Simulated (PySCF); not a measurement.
# What a mistake does to a calculation on Al2BCH6

These are calculations, not measurements. The program is PySCF 2.14.0, an open-source quantum chemistry code, run on an isolated molecule that a program drew, which may never have been made. The molecule is Al2BCH6 (charge 0, doublet), drawn as the SMILES string `[CH2][BH][AlH][AlH2]`.

Each row is a Hartree-Fock (HF) and frozen-core CCSD(T) single point in the cc-pV(D+d)Z basis, meant for a local HF minimum. Run 1 is clean. Each other run has one planted mistake out of seven kinds, and not every kind appears here: one electron removed, one electron added, multiplicity raised by two, geometry at a saddle point, minimal basis STO-3G, one bond length entered in bohr, all coordinates scaled. The reference is restricted for singlets and unrestricted otherwise, and also for a bond in bohr. Adding or removing an electron swaps singlet and doublet. Electrons count all cores. HOMO and LUMO are orbital energies over both spins, the gradient is its largest component, and the lowest frequency (negative if imaginary) is given only where the gradient is small. Bond lengths are over the 9 bonds as drawn. T1 is the CCSD diagnostic: over 0.02 (restricted) or 0.045 (unrestricted) a single reference is doubtful.

Geometry of the clean run:
```xyz
10
Al2BCH6, angstrom
C    -1.5375    2.8800   -1.6973
B    -0.2851    2.4721   -0.8936
Al   -0.2815    1.3905    0.9757
Al   -0.1177   -1.2283    1.1974
H    -2.5469    2.8683   -1.2934
H    -1.4902    3.1954   -2.7374
H     0.7792    2.7631   -1.3903
H    -0.3500    2.2385    2.3292
H    -1.4089   -2.1592    1.2371
H     1.2740   -1.9942    1.2986
```

| run | electrons | basis functions | <S^2> | HOMO (eV) | LUMO (eV) | gradient (hartree/bohr) | lowest frequency (cm^-1) | mean bond (Å) | longest bond (Å) | T1 | HF (hartree) | CCSD(T) (hartree) | mistake |
|---|---|---|---|---|---|---|---|---|---|---|---|---|---|
| 1 | 43 | 104 | 0.766 | -8.55 | 0.59 | 8.3e-06 | 49 | 1.6115 | 2.633 | 0.0178 | -549.79894 | -550.19564 | no fault |
| 2 | 43 | 104 | 0.765 | -8.50 | 0.53 | 4.4e-02 | - | 1.7260 | 2.820 | 0.0178 | -549.76674 | -550.16847 | all coordinates scaled |
| 3 | 44 | 104 | 0.000 | -1.93 | 4.20 | 5.0e-02 | - | 1.6115 | 2.633 | 0.0187 | -549.80681 | -550.26041 | one electron added |
| 4 | 43 | 104 | 1.717 | -7.57 | 0.59 | 5.7e-03 | - | 1.8718 | 4.976 | 0.0382 | -549.73176 | -550.10846 | ? |

**Which mistake was planted in run 4, and what did it cost?**

The mean bond changes by a factor of 1.162 and the longest by 1.890, so the molecule wasn't scaled as a whole. A length L in bohr read as angstrom grows by (1/0.5292 - 1) L = 0.890 L. The 9 bonds together grew by 9 x 0.2603 = 2.343 Å, which gives L = 2.633 Å. That is bond Al3-Al4, 2.633 Å in the clean geometry. So the mistake is: one bond length entered in bohr. Subtracting run 1 and multiplying by 627.51 kcal/mol a hartree, the energy moved by 42.2 kcal/mol in HF and 54.7 kcal/mol in CCSD(T).

